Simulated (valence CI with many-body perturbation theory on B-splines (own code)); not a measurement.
**Forbidden lines of Re51+**

Level of theory: configuration interaction combined with many-body perturbation theory (CI+MBPT): six valence electrons over a frozen Dirac-Fock core [Ar], a basis of 7 s, 7 p, 8 d, 6 f, 4 g, 1 h functions for each j, with the one-electron correlation potential Σ1, the two-electron term Σ2, the three-electron term Σ3, Breit, model QED; selected CI, second order for the rest, scaled by the run's own slope (own B-spline code, finite nucleus).

The last digits are not significant, and no measured levels were compared; by estimate large intervals hold to a few tenths of a per cent, small ones and those within an open d or f shell to about a per cent. Core correlation moves these levels by up to 16000 cm⁻¹, and in measured spectra 5 to 20 % of such shifts remained as error; rates that hang on mixing are uncertain with them. Among the levels kept, up to 1100 cm⁻¹ of a level comes from second order outside the variational space, and about a tenth of that is noise between levels of different J, which matters for small intervals. The list stops below the first excitations out of the core. Only levels of the ground parity were solved; by the run's estimate the other parity begins above the list, which can be wrong where configurations are misplaced.

Lines 1 to 50 of 105 in falling wavelength, among levels below 2104200 cm⁻¹, chosen from the decays that carry over 1 % of a level's rate. Wavelengths and rates use the calculated energies. Electric multipoles are in the length gauge with retardation, E1 and E2 with the static RPA response of the core. M1 uses the relativistic operator with retardation. S is in atomic units (e²a₀⁴ for E2 and M2, e²a₀⁶ for E3), for M1 in squared Bohr magnetons. Weak lines are less certain than strong ones. Lines between different terms over intervals too small for the method are left out, as are lines whose strength nearly cancels. The highest levels of a list are the least certain.

Levels are named by their leading jj configuration (3d3/2^4 stands for four electrons in 3d with j = 3/2), which in mixed levels can hold well under half, so a name can repeat and another be missing. Letters in brackets count levels of one name in rising energy.

```tsv
λ vac (nm)	Upper	Lower	Type	A (s⁻¹)	S (a.u.)
157.0	(3d3/2^4 3d5/2^2) J=2	(3d3/2^4 3d5/2^2) J=4	E2	2.13e-02	9.06e-04
88.83	(3d3/2^3 3d5/2^3) J=4 [b]	(3d3/2^3 3d5/2^3) J=3 [b]	M1	3.16e+03	7.39e-01
83.52	(3d3/2^3 3d5/2^3) J=2 [b]	(3d3/2^3 3d5/2^3) J=3 [b]	M1	1.03e+04	1.11e+00
67.04	(3d3/2^4 3d5/2^2) J=0	(3d3/2^4 3d5/2^2) J=2	E2	5.38e+00	6.51e-04
55.90	(3d3/2^3 3d5/2^3) J=0	(3d3/2^3 3d5/2^3) J=1 [a]	M1	6.42e+04	4.16e-01
55.08	(3d3/2^3 3d5/2^3) J=4 [b]	(3d3/2^3 3d5/2^3) J=5	M1	8.40e+03	4.68e-01
44.73	(3d3/2^3 3d5/2^3) J=1 [b]	(3d3/2^3 3d5/2^3) J=1 [a]	M1	3.73e+04	3.71e-01
40.67	(3d3/2^3 3d5/2^3) J=4 [b]	(3d3/2^3 3d5/2^3) J=4 [a]	M1	2.08e+04	4.68e-01
37.93	(3d3/2^3 3d5/2^3) J=2 [b]	(3d3/2^3 3d5/2^3) J=3 [a]	M1	5.44e+04	5.50e-01
28.46	(3d3/2^2 3d5/2^4) J=0 [a]	(3d3/2^3 3d5/2^3) J=1 [b]	M1	1.93e+05	1.65e-01
26.88	(3d3/2^3 3d5/2^3) J=1 [a]	(3d3/2^4 3d5/2^2) J=0	M1	4.99e+05	1.08e+00
24.83	(3d3/2^2 3d5/2^4) J=3 [a]	(3d3/2^3 3d5/2^3) J=2 [b]	M1	1.65e+05	6.55e-01
24.01	(3d3/2^2 3d5/2^4) J=5	(3d3/2^3 3d5/2^3) J=4 [b]	M1	4.51e+05	2.55e+00
22.40	(3d3/2^2 3d5/2^4) J=2 [a]	(3d3/2^3 3d5/2^3) J=3 [b]	M1	1.11e+05	2.31e-01
22.21	(3d3/2^2 3d5/2^4) J=0 [b]	(3d3/2^2 3d5/2^4) J=1	M1	2.37e+05	9.63e-02
21.48	(3d3/2^2 3d5/2^4) J=3 [b]	(3d3/2^3 3d5/2^3) J=2 [b]	M1	1.60e+05	4.11e-01
21.15	(3d3/2^2 3d5/2^4) J=3 [b]	(3d3/2^3 3d5/2^3) J=4 [b]	M1	8.85e+05	2.17e+00
20.79	(3d3/2^3 3d5/2^3) J=3 [a]	(3d3/2^4 3d5/2^2) J=2	M1	1.00e+06	2.34e+00
20.61	(3d3/2^2 3d5/2^4) J=1	(3d3/2^3 3d5/2^3) J=1 [b]	M1	8.61e+05	8.38e-01
20.60	(3d3/2^2 3d5/2^4) J=1	(3d3/2^3 3d5/2^3) J=2 [b]	M1	7.63e+05	7.41e-01
20.55	(3d3/2^2 3d5/2^4) J=4 [b]	(3d3/2^3 3d5/2^3) J=3 [c]	M1	1.55e+05	4.49e-01
20.27	(3d3/2 3d5/2^5) J=3	(3d3/2^2 3d5/2^4) J=4 [c]	M1	9.02e+05	1.95e+00
20.19	(3d3/2^2 3d5/2^4) J=4 [a]	(3d3/2^3 3d5/2^3) J=3 [b]	M1	2.37e+05	6.51e-01
19.70	(3d3/2^2 3d5/2^4) J=4 [b]	(3d3/2^3 3d5/2^3) J=4 [b]	M1	4.10e+04	1.05e-01
19.53	(3d3/2^2 3d5/2^4) J=2 [b]	(3d3/2^3 3d5/2^3) J=1 [b]	M1	7.40e+04	1.02e-01
19.52	(3d3/2^2 3d5/2^4) J=2 [b]	(3d3/2^3 3d5/2^3) J=2 [b]	M1	1.62e+05	2.24e-01
19.47	(3d3/2 3d5/2^5) J=2	(3d3/2^2 3d5/2^4) J=2 [c]	M1	4.97e+05	6.80e-01
19.19	(3d3/2^3 3d5/2^3) J=1 [a]	(3d3/2^4 3d5/2^2) J=2	M1	4.15e+06	3.26e+00
19.14	(3d3/2^2 3d5/2^4) J=3 [a]	(3d3/2^3 3d5/2^3) J=3 [b]	M1	2.85e+05	5.19e-01
18.87	(3d3/2^2 3d5/2^4) J=1	(3d3/2^3 3d5/2^3) J=0	M1	1.09e+06	8.15e-01
18.83	(3d3/2 3d5/2^5) J=3	(3d3/2^2 3d5/2^4) J=2 [c]	M1	1.49e+06	2.59e+00
18.71	(3d3/2^2 3d5/2^4) J=3 [a]	(3d3/2^3 3d5/2^3) J=2 [a]	M1	9.32e+05	1.59e+00
18.36	(3d3/2^3 3d5/2^3) J=3 [a]	(3d3/2^4 3d5/2^2) J=4	M1	3.18e+06	5.11e+00
18.18	(3d3/2^2 3d5/2^4) J=2 [a]	(3d3/2^3 3d5/2^3) J=1 [a]	M1	2.02e+06	2.25e+00
18.01	(3d3/2^3 3d5/2^3) J=4 [a]	(3d3/2^4 3d5/2^2) J=4	M1	3.74e+06	7.28e+00
17.73	(3d3/2^2 3d5/2^4) J=4 [a]	(3d3/2^3 3d5/2^3) J=5	M1	1.09e+06	2.02e+00
17.39	(3d3/2^2 3d5/2^4) J=0 [a]	(3d3/2^3 3d5/2^3) J=1 [a]	M1	9.78e+06	1.91e+00
17.08	(3d3/2^2 3d5/2^4) J=3 [b]	(3d3/2^3 3d5/2^3) J=3 [b]	M1	1.89e+06	2.45e+00
16.94	(3d3/2^2 3d5/2^4) J=2 [a]	(3d3/2^3 3d5/2^3) J=3 [a]	M1	6.77e+06	6.10e+00
16.84	(3d3/2^2 3d5/2^4) J=2 [c]	(3d3/2^3 3d5/2^3) J=3 [c]	M1	1.94e+06	1.71e+00
16.79	(3d3/2^3 3d5/2^3) J=1 [b]	(3d3/2^4 3d5/2^2) J=0	M1	1.65e+06	8.66e-01
16.74	(3d3/2^2 3d5/2^4) J=3 [b]	(3d3/2^3 3d5/2^3) J=2 [a]	M1	1.17e+06	1.43e+00
16.72	(3d3/2^2 3d5/2^4) J=5	(3d3/2^3 3d5/2^3) J=5	M1	1.13e+06	2.16e+00
16.70	(3d3/2^2 3d5/2^4) J=5	(3d3/2^3 3d5/2^3) J=6	M1	2.29e+06	4.35e+00
16.52	(3d3/2 3d5/2^5) J=4	(3d3/2^2 3d5/2^4) J=3 [b]	M1	1.52e+06	2.28e+00
16.46	(3d3/2^2 3d5/2^4) J=2 [c]	(3d3/2^3 3d5/2^3) J=1 [b]	M1	1.02e+06	8.46e-01
16.45	(3d3/2^2 3d5/2^4) J=2 [c]	(3d3/2^3 3d5/2^3) J=2 [b]	M1	2.17e+06	1.79e+00
16.42	(3d3/2 3d5/2^5) J=2	(3d3/2^2 3d5/2^4) J=2 [b]	M1	1.55e+06	1.27e+00
16.32	(3d3/2^3 3d5/2^3) J=2 [a]	(3d3/2^4 3d5/2^2) J=2	M1	2.48e+06	2.00e+00
16.20	(3d3/2^2 3d5/2^4) J=1	(3d3/2^3 3d5/2^3) J=2 [a]	M1	7.95e+05	3.76e-01
```
